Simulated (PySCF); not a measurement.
## Working out the ionisation energy of Ne²⁺

Ne²⁺ [He] 2s2 2p4 (3P) → Ne³⁺ [He] 2s2 2p3 (4S). Computed with PySCF 2.14 in dyall-acv3z (15s9p4d2f, 76 functions), with the spin-free X2C one-electron Hamiltonian (Gaussian nucleus). Frozen: 1s2; the 19 highest virtual orbitals dropped. Energies in hartree (1 hartree = 27.21139 eV):

```csv
part,Ne²⁺ (lower),Ne³⁺ (upper)
UHF,-126.520083,-124.248629
CCSD correlation,-0.166898,-0.120422
(T),-0.001717,-0.000997
```

Problem. What does Hartree-Fock give?

Solution. (-124.248629) − (-126.520083) = 2.271454 hartree = 61.809 eV.

Problem. What do CCSD and CCSD(T) give?

Solution. The CCSD correlation energies differ by 0.046476 hartree = 1.265 eV and the triples by 0.000720 hartree = 0.020 eV, so CCSD gives 63.074 eV and CCSD(T) 63.094 eV.

A first-order spin-orbit estimate adds 0.038 eV to CCSD(T) (valence), giving 63.132 eV against 63.423 eV (measured; NIST Atomic Spectra Database, ionization energies).

What remains against the reference includes basis incompleteness, the frozen core and higher excitations.
